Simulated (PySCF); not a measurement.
# Sn³⁹⁺: ionisation energy

Sn³⁹⁺ [Ne] 3s1 [3s1/2^1, M_J = 1/2] → Sn⁴⁰⁺ [Ne], as a difference of total energies. Computed with PySCF 2.14 in an even-tempered Gaussian basis (18 s from 8.1 bohr⁻², ratio 2.4; 13 p from 11 bohr⁻², ratio 2.4; 4 d from 34 bohr⁻², ratio 2.6; 4 f from 51 bohr⁻², ratio 2.6), with the two-component X2C-1e Hamiltonian. Correlated levels: 1s2 frozen; the 48 highest virtual spinors dropped. "Screened" scales the spin-orbit matrix elements by Boettger's factors to mimic the two-electron term; Breit and QED terms are absent.

```
                    method  ionisation energy (eV)
           GHF (spin-free)                  2762.6
          GMP2 (spin-free)                  2763.3
 GHF (screened spin-orbit)                  2762.5
GMP2 (screened spin-orbit)                  2763.2
```

Breit and QED terms and the two-electron picture change are absent.

For comparison: 2762.49 ± 0.08 eV (semi-empirical (NIST evaluation); NIST Atomic Spectra Database, ionization energies).
